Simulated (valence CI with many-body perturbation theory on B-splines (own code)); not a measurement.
In⁸⁺: what each term of the Hamiltonian does

Calculated by valence CI with perturbative core correlation (CI+MBPT): five valence electrons over a frozen Dirac-Fock core [Kr], a basis of 7 s, 7 p, 8 d, 6 f, 4 g, 1 h functions for each j, with the one-electron correlation potential Σ1 (screened to all orders), the two-electron term Σ2, the three-electron term Σ3, Breit, model QED; selected single and double excitations, second order for the rest, scaled by the run's own slope (own B-spline code, finite nucleus).

No measured spectrum was set against this ion. As an estimate, terms of the open shell hold to 2 to 4 % of their energy, and close levels can change places; different configurations can be misplaced against each other by 1,000 to 8,000 cm⁻¹. Core correlation moves these levels by up to 23000 cm⁻¹, and in measured spectra 5 to 20 % of such shifts remained as error; rates that hang on mixing are uncertain with them. Among the levels kept, up to 1300 cm⁻¹ of a level comes from second order outside the variational space, and about a tenth of that is noise between levels of different J, which matters for small intervals. The list stops below the first excitations out of the core. Only levels of the ground parity were solved; by the run's estimate the other parity begins above the list, which can be wrong where configurations are misplaced.

Each rung adds one term. CI alone is the Dirac-Coulomb CI over the frozen core; QED comes last and gives the full result, which names the levels. Energies are above 4d5 6S_5/2 on the same rung, in eV.

Names give the largest LS component (configuration and term), which can be under half, so a name can repeat, a term be missing and a line seem to break the LS rules; names also repeat where a configuration has a term twice. Letters in brackets count levels of one name in rising energy.

| Level | CI alone | Σ1 | Σ2 | Σ3 | Breit | QED | Full |
| --- | --- | --- | --- | --- | --- | --- | --- |
| 4d5 4G_5/2 | 4.399 | -0.0026 | -0.2797 | -0.1711 | +0.0244 | -0.0019 | 3.969 |
| 4d5 4G_7/2 | 4.694 | +0.0227 | -0.3500 | -0.1518 | +0.0018 | -0.0002 | 4.217 |
| 4d5 4G_11/2 | 4.775 | +0.0278 | -0.3635 | -0.1463 | -0.0127 | +0.0002 | 4.281 |
| 4d5 4G_9/2 | 4.817 | +0.0308 | -0.3559 | -0.1455 | -0.0110 | +0.0006 | 4.336 |
| 4d5 4P_5/2 | 4.772 | +0.0187 | -0.1536 | -0.1937 | +0.0139 | -0.0009 | 4.457 |
| 4d5 4D_3/2 | 4.858 | +0.0109 | -0.0780 | -0.2023 | +0.0172 | -0.0011 | 4.605 |
| 4d5 4P_1/2 | 5.106 | +0.0205 | -0.0147 | -0.2024 | +0.0063 | -0.0001 | 4.916 |
| 4d5 4D_7/2 | 5.607 | +0.0314 | -0.2708 | -0.1930 | -0.0058 | +0.0005 | 5.170 |
| 4d5 4D_1/2 | 5.933 | +0.0449 | -0.1403 | -0.2012 | -0.0161 | +0.0020 | 5.622 |
| 4d5 4D_5/2 | 5.960 | +0.0374 | -0.1232 | -0.2087 | -0.0112 | +0.0013 | 5.655 |
| 4d5 4P_3/2 | 6.067 | +0.0477 | -0.0753 | -0.2034 | -0.0223 | +0.0025 | 5.816 |
| 4d5 2I_11/2 | 6.848 | +0.0382 | -0.6017 | -0.2111 | -0.0075 | +0.0001 | 6.066 |
| 4d5 2I_13/2 | 7.174 | +0.0537 | -0.6323 | -0.2038 | -0.0295 | +0.0014 | 6.364 |
| 4d5 2F_5/2 [a] | 7.029 | +0.0421 | -0.0687 | -0.2407 | -0.0069 | +0.0012 | 6.756 |
| 4d5 4F_7/2 | 7.338 | +0.0269 | -0.2689 | -0.3026 | +0.0098 | -0.0009 | 6.802 |
| 4d5 4F_3/2 | 7.154 | +0.0313 | -0.1090 | -0.2645 | +0.0028 | +0.0002 | 6.815 |
| 4d5 4F_9/2 | 7.413 | +0.0324 | -0.3333 | -0.2581 | +0.0015 | -0.0004 | 6.855 |
| 4d5 4F_5/2 | 7.719 | +0.0486 | -0.1814 | -0.2778 | -0.0141 | +0.0018 | 7.296 |
| 4d5 2H_9/2 | 8.156 | +0.0486 | -0.2935 | -0.2648 | -0.0165 | +0.0014 | 7.631 |

The middle columns are the shifts that each term adds.

**Question.** How does the ionisation energy move along the ladder, and which term matters most?

**Answer.** CI alone 153.21, + Σ1 154.91, + Σ2 156.64, + Σ3 156.65, + Breit 156.69, + QED 156.70 eV. The largest step is Σ2, 1.72 eV, with Σ1 about as large (1.70). NIST lists 156 ± 2.2 eV (theoretical).
